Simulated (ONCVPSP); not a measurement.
**Mn (Z = 25), ONCV: configuration errors across variants**

```
Element                 : Mn
Generator               : ONCVPSP 4.0.1
Type                    : optimised norm-conserving Vanderbilt (ONCV)
Functional              : PBE
Relativity              : scalar-relativistic
Frozen core             : [Ne]
Valence charge          : 15
Reference configuration : 3s2 3p6 3d5 4s1 4p1
Partial waves           : 3s+4s: rc 1.25 bohr, ncon 4, nbas 8, qcut 10.3 1/bohr, 2 projectors; 3p+4p: rc 1.50 bohr, ncon 4, nbas 8, qcut 10.8 1/bohr, 2 projectors; 3d: rc 1.95 bohr, ncon 4, nbas 9, qcut 8.6 1/bohr, 2 projectors, debl 1.1 Ha
Local potential         : polynomial inside 0.85 bohr (lpopt 3, dvloc0 0 Ha)
Core correction         : none
```

All-electron excitation energies from the reference (eV): (1) 3s2 3p6 3d5 4s2 4p0 -3.858; (2) 3s2 3p6 3d5 4s1 4p0 4.559; (3) 3s2 3p6 3d5 4s0 4p0 20.158; (4) 3s2 3p5 3d5 4s2 4p0 58.122.

Errors AE − PS in meV (a dash: test not solved or not reliable):

```csv
change,(1),(2),(3),(4),bound ghosts,GHOST(+) flags above zero
base,+0.7,0.0,+1.9,-244,none,none
s: rc 1.64,+0.8,+0.1,+1.3,-231,none,none
"local potential polynomial inside 0.85 bohr (lpopt 3, dvloc0 4 Ha)",+0.7,0.0,+1.9,-245,none,none
s: qcut 6.3; p: qcut 6.6; d: qcut 5.2,-0.9,+0.4,-10,-392,none,none
"core correction Teter function, fcfact 4.25, rcfact 1.75",+0.7,0.0,+1.6,-254,none,none
d: rc 2.1,+0.6,+0.1,0.0,-286,none,none
"all radii scaled by about 0.83 (s 1.04, p 1.24, d 1.60 bohr); local potential polynomial inside 0.70 bohr (lpopt 3, dvloc0 0 Ha)",+0.8,-0.1,+2.6,-149,none,none
```

Task: Give the same row for: p: nbas 9.

Result: +0.7, 0.0, +1.9, -243; bound ghosts: none; GHOST(+) flags above zero: none.
